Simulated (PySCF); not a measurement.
The numbers are results of TPSSh-D3(BJ)/def2-TZVP // B3LYP-D3(BJ)/def2-TZVP run with PySCF, not measurements. All species are isolated molecules in the gas phase. One relaxed conformer stands for a flexible species; it need not be the lowest. Excitations are Tamm–Dancoff values on a coarser integration grid. The basis has no diffuse functions, so Rydberg states are missing or too high.

Reference species (SMILES): `[H]/B=B/O` (B–B–O–H torsion 180°) (neutral, multiplicity 1).

```json
{
  "T1 excitation (TDA)": "3.69 eV",
  "LUMO": "-3.56 eV",
  "S1 excitation (TDA)": "0.21 eV",
  "HOMO": "-4.57 eV"
}
```

Changed species: `B1BO1`.

**Question.** Give the shifts of the T1 excitation (TDA), LUMO, S1 excitation (TDA) and HOMO.

**Answer.** the T1 excitation (TDA) decreases by 0.52 eV, to 3.17 eV; the LUMO increases by 1.52 eV, to -2.04 eV; the S1 excitation (TDA) rises by 4.05 eV, to 4.26 eV; the HOMO falls by 2.26 eV, to -6.83 eV.
